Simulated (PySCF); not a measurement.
Species: Ti(SMe)(NMe2)3, C7H21N3STi (singlet state).
Bonds: Ti1–S2, Ti1–N7, Ti1–N16, Ti1–N25, S2–C3, N7–C8, N7–C9, N16–C17, N16–C18, N25–C26, N25–C27. Hydrogens: H4, H5, H6 on C3; H10, H11, H12 on C8; H13, H14, H15 on C9; H19, H20, H21 on C17; H22, H23, H24 on C18; H28, H29, H30 on C26; H31, H32, H33 on C27.

Computed, not measured: PBE0-D3(BJ)/def2-SVP geometry optimisation, gas phase (PySCF 2.14.0).

What internal coordinates does the optimisation give?

| bond | length (Å) |
| --- | --- |
| Ti1–S2 | 2.342 |
| Ti1–N7, Ti1–N25 | 1.880 |
| Ti1–N16 | 1.864 |
| S2–C3 | 1.825 |
| C3–H4, C3–H5, C3–H6 | 1.100 |
| N7–C8 | 1.442 |
| N7–C9 and 4 like bonds | 1.437 |
| C8–H10 and 8 like bonds | 1.109 |
| C8–H11 and 8 like bonds | 1.104 |

Bonds in one row agree within 0.01 Å and their mean is given. A selection of angles:
| angle | degrees |
| --- | --- |
| S2–Ti1–N7 | 109.4 |
| S2–Ti1–N16 | 107.2 |
| S2–Ti1–N25 | 114.0 |
| N7–Ti1–N16 | 109.9 |
| N7–Ti1–N25 | 107.4 |
| Ti1–S2–C3 | 102.5 |
| S2–C3–H4 | 111.6 |
| S2–C3–H6 | 108.6 |
| H4–C3–H5 | 109.1 |
| H4–C3–H6 | 108.3 |
| Ti1–N7–C8 | 115.9 |
| Ti1–N7–C9 | 129.8 |
| C8–N7–C9 | 114.4 |
| N7–C8–H10 | 111.7 |
| H10–C8–H11 | 107.0 |
| N7–C9–H13 | 110.3 |
| Ti1–N16–C17 | 110.9 |
| Ti1–N16–C18 | 133.5 |
| C17–N16–C18 | 115.4 |

Torsions: N7–Ti1–S2–C3 -45° (synclinal); S2–Ti1–N7–C8 -49° (synclinal); S2–Ti1–N16–C17 -57° (synclinal); S2–Ti1–N25–C26 -49° (synclinal). The mirror-image conformer, all signs reversed, is as good.

N7 (nitrogen bonded to 2 C and Ti) is planar (angles 129.8°, 115.9° and 114.4°, sum 360.0°, 0.00 Å off the plane of its three neighbours). Of the pairs four or more bonds apart, C3···H29 is among the closest relative to their van der Waals radii: 2.82 Å, 97 % of the sum of Bondi's values. Ti1 (titanium bonded to 3 N and S) is distorted tetrahedral (angles from 107.2° to 114.0°).

Point group: C1 (no symmetry element, even within 0.4 Å). Not checked by PBE0-D3(BJ)/def2-SVP frequencies.
